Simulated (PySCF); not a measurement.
AlH5N2O, SMILES [NH2][Al]([NH2])[OH]. Heavy atoms are numbered as in [Al:1]([OH:2])([NH2:4])[NH2:7]. Hydrogens are named by the atom that carries them.

Geometry optimised at B3LYP-D3(BJ)/def2-SVP. A frequency run showed that this geometry is not a minimum. Other conformers were not sampled.

All values below come from PySCF with KT2/pcSseg-1.

GIAO shieldings, no solvent; atoms alike by connectivity are averaged. δ = σ(ref) − σ: ¹⁷O against H2O (σ = 330.4 ppm); ¹H against TMS (σ = 31.47 ppm); ¹⁵N against NH3 (σ = 266.2 ppm), references at their B3LYP-D3(BJ)/def2-TZVP geometries, non-relativistic.

| atoms | nucleus | count | δ (ppm) |
|---|---|---|---|
| O2 (OH) | ¹⁷O | 1 | -16.5 |
| H on O2 | ¹H | 1 | … |
| H on N4 | ¹H | 4 | -0.13 |
| N4 (NH2) | ¹⁵N | 2 | … |

**Question.** Some entries are withheld; supply them. (Estimate from the structure and the level; the computed values follow.)

**Answer.** 
- H on O2, δ (ppm): 1.76
- N4 (NH2), δ (ppm): -2.3
